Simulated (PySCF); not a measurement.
Compound: C₃H₁₂BN.
Z-matrix (Å and degrees, PBE0-D3(BJ)/def2-SVP geometry), rows numbered from 1:
```
B 
N   1  1.6284
C   2  1.4838  1  117.80
C   3  1.5168  2  110.20  1    69.55
C   3  1.5201  2  110.57  1  -165.29
H   1  1.2238  2  107.74  3   -65.93
H   1  1.2266  2  104.80  3   174.46
H   1  1.2271  2  105.36  3    55.10
H   2  1.0214  1  106.06  3  -122.03
H   2  1.0231  1  108.59  3   125.00
H   3  1.1017  2  104.67  1   -47.32
H   4  1.0974  3  110.90  2   -56.05
H   4  1.0992  3  109.96  2  -176.44
H   4  1.1033  3  110.97  2    64.53
H   5  1.0995  3  110.48  2   176.95
H   5  1.1019  3  111.71  2    57.36
H   5  1.1028  3  111.25  2   -63.74
```

All values: PBE0/pcSseg-1 and PBE0/def2-SVPD (PySCF, non-relativistic), on one gas-phase PBE0-D3(BJ)/def2-SVP geometry that isn't relaxed in the solvent. The solvent is an IEF-PCM continuum (van der Waals radii × 1.2). Only the electrostatic response of the medium enters.

Gas phase at PBE0/pcSseg-1: HOMO -7.56 eV, LUMO 0.52 eV, dipole 5.73 D.

Problem. What does the continuum do to the energy, the frontier levels and the dipole at PBE0/pcSseg-1 in cyclohexane?

Solution. 
```csv
solvent,ε,E(solvent) − E(gas) (kJ/mol),polarisation term (kJ/mol),distortion of the solute (kJ/mol),HOMO (eV),LUMO (eV),dipole (D)
cyclohexane,2.017,-19.00,-20.29,1.29,-7.77,0.84,6.23
```

The first energy column is the sum of the next two and covers electrostatics alone.

Problem. Which radius a makes the point-dipole formula ΔE = −[(ε − 1)/(2ε + 1)]·μ²/a³ give the value in cyclohexane, with the gas-phase dipole?

Solution. μ = 2.252 au and |ΔE| = 0.00724 Eh give a = 2.76 Å; the farthest nucleus lies 3.09 Å from the centroid of the nuclei, so such a sphere wouldn't even hold the nuclei. The formula assumes a rigid point dipole at the centre of a sphere.

Problem. Which Hirshfeld charges (PBE0/pcSseg-1) respond most in cyclohexane (means over atoms taken as equivalent)?

Solution. 
```json
{"atoms": "H6/H7/H8", "environment": "B–H hydrogen", "gas (e)": "-0.109", "solvent (e)": "-0.115", "change": "-0.006"}
{"atoms": "H9/H10", "environment": "N–H hydrogen", "gas (e)": "+0.152", "solvent (e)": "+0.158", "change": "+0.006"}
{"atoms": "B1", "environment": "four-coordinate boron", "gas (e)": "-0.095", "solvent (e)": "-0.099", "change": "-0.004"}
{"atoms": "C3", "environment": "sp3 carbon bound to nitrogen", "gas (e)": "+0.046", "solvent (e)": "+0.048", "change": "+0.002"}
{"atoms": "N2", "environment": "nitrogen bonded to B, C and 2 H", "gas (e)": "-0.039", "solvent (e)": "-0.038", "change": "+0.001"}
{"atoms": "H12 (×6)", "environment": "methyl hydrogen", "gas (e)": "+0.047", "solvent (e)": "+0.048", "change": "+0.001"}
{"atoms": "C4/C5", "environment": "methyl carbon", "gas (e)": "-0.112", "solvent (e)": "-0.111", "change": "+0.001"}
{"atoms": "H11", "environment": "methine hydrogen", "gas (e)": "+0.053", "solvent (e)": "+0.053", "change": "0.000"}
```

Problem. Which Mayer bond orders change most in cyclohexane?

Solution. 
```json
{"bond": "B1–N2", "length (Å)": "1.628", "gas": "0.617", "solvent": "0.640", "change": "+0.023"}
{"bond": "N2–H9", "length (Å)": "1.021", "gas": "0.927", "solvent": "0.922", "change": "-0.005"}
{"bond": "N2–H10", "length (Å)": "1.023", "gas": "0.924", "solvent": "0.920", "change": "-0.004"}
{"bond": "C3–C5", "length (Å)": "1.520", "gas": "1.032", "solvent": "1.035", "change": "+0.003"}
{"bond": "C4–H12", "length (Å)": "1.097", "gas": "0.949", "solvent": "0.951", "change": "+0.002"}
{"bond": "B1–H6", "length (Å)": "1.224", "gas": "0.986", "solvent": "0.985", "change": "-0.001"}
{"bond": "C3–H11", "length (Å)": "1.102", "gas": "0.927", "solvent": "0.928", "change": "+0.001"}
{"bond": "C4–H14", "length (Å)": "1.103", "gas": "0.957", "solvent": "0.956", "change": "-0.001"}
```

Problem. How do the nuclear quadrupole coupling constants eQVzz/h respond in cyclohexane?

Solution. 
```
  nucleus  Q (barn)  gas (MHz)  solvent (MHz)  η gas  η solvent
11B at B1   0.04059       2.30           2.15   0.01       0.02
14N at N2   0.02044      -2.53          -2.35   0.18       0.22
```

Gas phase at PBE0/def2-SVPD: HOMO -7.57 eV, LUMO 0.04 eV, dipole 5.51 D.

Problem. What does the continuum do to the energy, the frontier levels and the dipole at PBE0/def2-SVPD in cyclohexane?

Solution. 
| solvent | ε | E(solvent) − E(gas) (kJ/mol) | polarisation term (kJ/mol) | distortion of the solute (kJ/mol) | HOMO (eV) | LUMO (eV) | dipole (D) |
| --- | --- | --- | --- | --- | --- | --- | --- |
| cyclohexane | 2.017 | -18.32 | -19.76 | 1.44 | -7.76 | 0.32 | 6.06 |

Problem. How does the static polarisability (PBE0/def2-SVPD, frozen core, with the continuum's full static response) change?

Solution. 
| medium | isotropic (au) | principal values (au) | ⟨r²⟩ of the electrons (bohr²) |
| --- | --- | --- | --- |
| gas | 67.0 | 60.8, 66.0, 74.2 | 566.1 |
| cyclohexane | 74.6 | 68.5, 73.8, 81.6 | 566.9 |

The isotropic value in cyclohexane is 1.11 times the gas-phase one; no cavity-field correction is applied. ⟨r²⟩ is taken about the centre of nuclear charge.

Time: 15 s of wall time; peak memory 0.84 GiB. Hardware: Arm Neoverse V2, one thread (shared host). This is the whole shielding run at PBE0/pcSseg-1 in cyclohexane, SCF included.
